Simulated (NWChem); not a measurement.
All runs are NWChem calculations. System: HBCl2S, charge 1, spin multiplicity 2, at the geometry of a parent with another charge or spin, in a state set for the comparison that need not be this species' ground state. Its SCF solution wasn't tested for a lower state. Level: UMP2/STO-3G, 16 core orbitals frozen.

NWChem printed:

```
             Northwest Computational Chemistry Package (NWChem) 7.3.0
             --------------------------------------------------------

                                NWChem Input Module
                                -------------------

 Scaling coordinates for geometry "geometry" by  1.889725989
 (inverse scale =  0.529177249)

 Turning off AUTOSYM since
 SYMMETRY directive was detected!

                             Geometry "geometry" -> ""
                             -------------------------

 Output coordinates in angstroms (scale by  1.889725989 to convert to a.u.)

  No.       Tag          Charge          X              Y              Z
 ---- ---------------- ---------- -------------- -------------- --------------
    1 B                    5.0000    -0.00575300    -0.01209900     0.00000000
    2 Cl                  17.0000    -1.76458800    -0.11015100     0.00000000
    3 Cl                  17.0000     0.95426900    -1.49257900     0.00000000
    4 S                   16.0000     0.73588700     1.63138600     0.00000000
    5 H                    1.0000     2.02997800     1.20471300     0.00000000

 Effective nuclear repulsion energy (a.u.)     230.5100896775

            Nuclear Dipole moment (a.u.)
            ----------------------------
        X                 Y               Z
 ---------------- ---------------- ----------------
    -0.0000340151    -0.0000302356     0.0000000000

      Symmetry information
      --------------------

 Group name             Cs
 Group number              2
 Group order               2
 No. of unique centers     5

      Symmetry unique atoms

     1    2    3    4    5


 Summary of "ao basis" -> "" (spherical)
 ------------------------------------------------------------------------------
       Tag                 Description            Shells   Functions and Types
 ---------------- ------------------------------  ------  ---------------------
 *                           sto-3g                   on all atoms

 Summary of "ao basis" -> "ao basis" (spherical)
 ------------------------------------------------------------------------------
       Tag                 Description            Shells   Functions and Types
 ---------------- ------------------------------  ------  ---------------------
 B                           sto-3g                  3        5   2s1p
 Cl                          sto-3g                  5        9   3s2p
 S                           sto-3g                  5        9   3s2p
 H                           sto-3g                  1        1   1s

                                 NWChem SCF Module
                                 -----------------

  ao basis        = "ao basis"
  functions       =    33
  atoms           =     5
  alpha electrons =    28
  beta  electrons =    27
  charge          =   1.00
  wavefunction    = UHF
  use symmetry    = T
  symmetry adapt  = T

 Summary of "ao basis" -> "ao basis" (spherical)
 ------------------------------------------------------------------------------
       Tag                 Description            Shells   Functions and Types
 ---------------- ------------------------------  ------  ---------------------
 B                           sto-3g                  3        5   2s1p
 Cl                          sto-3g                  5        9   3s2p
 S                           sto-3g                  5        9   3s2p
 H                           sto-3g                  1        1   1s

      Symmetry analysis of basis
      --------------------------

        a'         26
        a"          7

 Forming initial guess at       0.0s

   Symmetry analysis of molecular orbitals - initial alpha
   -------------------------------------------------------

  Numbering of irreducible representations:

     1 a'          2 a"

  Orbital symmetries:

     1 a'          2 a'          3 a'          4 a'          5 a'
     6 a'          7 a'          8 a'          9 a"         10 a"
    11 a'         12 a'         13 a'         14 a"         15 a'
    16 a'         17 a'         18 a'         19 a'         20 a'
    21 a'         22 a'         23 a"         24 a'         25 a"
    26 a"         27 a'         28 a'         29 a"         30 a'
[...]
  ----- ------------  ---------------      ----- ------------  ---------------
    33     -0.894712  5 H  s                 30      0.872679  4 S  px
     2      0.503881  1 B  s                  3      0.396483  1 B  px
    22     -0.373174  3 Cl py                26     -0.229715  4 S  px
    29      0.223983  4 S  s                 20     -0.212482  3 Cl s
    21      0.179512  3 Cl px

 center of mass
 --------------
 x =  -0.04686818 y =  -0.04654196 z =   0.00000000

 moments of inertia (a.u.)
 ------------------
         588.561119272960           7.967531671552           0.000000000000
           7.967531671552         578.961698588511           0.000000000000
           0.000000000000           0.000000000000        1167.522817861470

  Mulliken analysis of the total density
  --------------------------------------

    Atom       Charge   Shell Charges
 -----------   ------   -------------------------------------------------------
    1 B    5     4.67   1.99  0.92  1.76
    2 Cl  17    17.04   2.00  2.00  5.99  1.97  5.09
    3 Cl  17    17.05   2.00  2.00  5.99  1.97  5.10
    4 S   16    15.39   2.00  2.00  5.95  1.88  3.56
    5 H    1     0.85   0.85

  Mulliken analysis of the alpha density
  --------------------------------------

    Atom       Charge   Shell Charges
 -----------   ------   -------------------------------------------------------
    1 B    5     2.29   0.99  0.45  0.85
    2 Cl  17     8.54   1.00  1.00  2.99  0.98  2.57
    3 Cl  17     8.54   1.00  1.00  2.99  0.98  2.57
    4 S   16     8.23   1.00  1.00  2.98  0.96  2.30
    5 H    1     0.39   0.39

   Mulliken analysis of the beta density
   -------------------------------------

    Atom       Charge   Shell Charges
 -----------   ------   -------------------------------------------------------
    1 B    5     2.38   1.00  0.47  0.91
    2 Cl  17     8.50   1.00  1.00  2.99  0.98  2.52
    3 Cl  17     8.51   1.00  1.00  2.99  0.98  2.53
    4 S   16     7.15   1.00  1.00  2.97  0.92  1.27
    5 H    1     0.46   0.46

   Mulliken analysis of the spin density
   -------------------------------------

    Atom       Charge   Shell Charges
 -----------   ------   -------------------------------------------------------
    1 B    5    -0.09  -0.00 -0.02 -0.07
    2 Cl  17     0.05   0.00  0.00  0.00  0.00  0.04
    3 Cl  17     0.03   0.00  0.00  0.00  0.00  0.03
    4 S   16     1.08   0.00  0.00  0.02  0.04  1.03
    5 H    1    -0.07  -0.07

       Multipole analysis of the density wrt the origin
       ------------------------------------------------

     L   x y z        total         alpha         beta         nuclear
     -   - - -        -----         -----         ----         -------
     0   0 0 0      1.000000    -28.000000    -27.000000     56.000000

     1   1 0 0      1.723923      0.282296      1.441660     -0.000034
     1   0 1 0      2.192230     -0.388619      2.580879     -0.000030
     1   0 0 1     -0.000000     -0.000000     -0.000000      0.000000

     2   2 0 0    -25.518037   -159.017201   -156.472163    289.971327
     2   1 1 0      4.465342     -1.035444      2.840421      2.660366
     2   1 0 1     -0.000000     -0.000000     -0.000000      0.000000
     2   0 2 0    -24.851909   -164.281966   -153.802605    293.232661
     2   0 1 1     -0.000000     -0.000000     -0.000000      0.000000
     2   0 0 2    -27.241940    -14.665159    -12.576781      0.000000

                   NWChem MP2 Semi-direct Energy/Gradient Module
                   ---------------------------------------------

  Basis functions       =     33
  Molecular orbitals    =     33
  Frozen core           =     16
  Frozen virtuals       =      0
  Active alpha occupied =     12
  Active beta occupied  =     11
  Active alpha virtual  =      5
  Active beta virtual   =      6
  Use MO symmetry       = T
  Use skeleton AO sym   = T

  AO/Fock/Back tols     =   1.0D-09  1.0D-09  1.0D-09

 GA uses MA = F    GA memory limited = T

 Available:
  local mem=  1.26D+08
 global mem=  1.44D+08
 local disk=  0.00D+00
  mp2_memr nvloc                     5
  nvloc new                     5
   1 passes of  12:        2097152                       2772                    100446.
   1 passes of  12: M    126155074           G      144177022           F     124057922.

 Semi-direct pass number   1 of   1  for UHF alpha       at        0.2s
  vrange nnbf                   483
  mp2_eaftype                    10  avail_ma_in_mb                  1099
 EAF : mp2_eaftype filesize          10      50223.
  mp2_eaf for mointskh                     10
Node 0 wrote      0.2 Mb in      0.0 s     Agg I/O rate:  1675.5 Mb/s
 Done moints_semi at        0.4s
  mp2_eaftype                    10  avail_ma_in_mb                  1089
 EAF : mp2_eaftype filesize          10      50223.
  mp2_eaf for kh                    10
 Done maket at        0.4s
 Done multipass loop at        0.4s

 GA uses MA = F    GA memory limited = T

 Available:
  local mem=  1.26D+08
 global mem=  1.44D+08
 local disk=  0.00D+00
  mp2_memr nvloc                     6
  nvloc new                     6
   1 passes of  11:        2097152                       2827                    110299.
   1 passes of  11: M    126155074           G      144177022           F     124057922.

 Semi-direct pass number   1 of   1  for UHF beta        at        0.4s
  vrange nnbf                   483
  mp2_eaftype                    10  avail_ma_in_mb                  1099
 EAF : mp2_eaftype filesize          10      55150.
  mp2_eaf for mointskh                     10
Node 0 wrote      0.3 Mb in      0.0 s     Agg I/O rate:  1587.1 Mb/s
 Done moints_semi at        0.6s
  mp2_eaftype                    10  avail_ma_in_mb                  1089
 EAF : mp2_eaftype filesize          10      55150.
  mp2_eaf for kh                    10
 Done maket at        0.6s
 Done multipass loop at        0.6s

          -------------------------------------------
          SCF energy               -1327.115433273104
          Correlation energy          -0.086267610411
          Singlet pairs                0.000000000000
          Triplet pairs                0.000000000000
          Total MP2 energy         -1327.201700883515
          -------------------------------------------

          ---------------------------------------------------
                    Spin Component Scaled (SCS) MP2
          Same spin pairs                     -0.016248893187
          Same spin scaling factor             0.333333333333
          Opposite spin pairs                 -0.070018717224
          Opposite spin scaling fact.          1.200000000000
          SCS-MP2 correlation energy          -0.089438758397
          Total SCS-MP2 energy             -1327.204872031501
          ---------------------------------------------------

 -----------------------
 Performance information
 -----------------------

 Timer overhead =  2.26D-07 seconds/call

               Nr. of calls         CPU time (s)                 Wall time (s)                GFlops
             ---------------    -------------------     ------------------------------   -------------------
Name         Min   Avg   Max    Min     Avg     Max     Min     Avg     Max   Mx/calls   Min     Max     Sum
mp2: moin     2     2     2   0.40    0.40    0.40     0.40    0.40    0.40    0.20      0.0     0.0     0.0
mp2: make     2     2     2   2.44E-3 2.44E-3 2.44E-3  2.44E-3 2.44E-3 2.44E-3 1.22E-3   0.0     0.0     0.0
mp2: tota     1     1     1   0.41    0.41    0.41     0.41    0.41    0.41    0.41      0.0     0.0     0.0

 The average no. of pstat calls per process was 5.00D+00
 with a timing overhead of 1.13D-06s

 Task  times  cpu:        0.6s     wall:        0.6s

 Total times  cpu:        0.6s     wall:        0.6s
```

Task: Write an NWChem input that would produce this output.

Result: Several could match; the one computed here: 
```
start mol
memory heap 200 mb stack 900 mb global 1100 mb
charge 1
geometry units angstroms nocenter noautoz
  B     -0.005753    -0.012099     0.000000
  Cl    -1.764588    -0.110151     0.000000
  Cl     0.954269    -1.492579     0.000000
  S      0.735887     1.631386     0.000000
  H      2.029978     1.204713     0.000000
  symmetry group Cs
end
basis spherical
  * library sto-3g
end
scf
  uhf
  nopen 1
  maxiter 100
  thresh 1e-7
  semidirect memsize 60000000 filesize 0
  # guess.movecs holds the orbitals of an unrestricted PBE0 run
  vectors input guess.movecs output mol.movecs
end
mp2
  freeze core 16
end
task mp2 energy
```
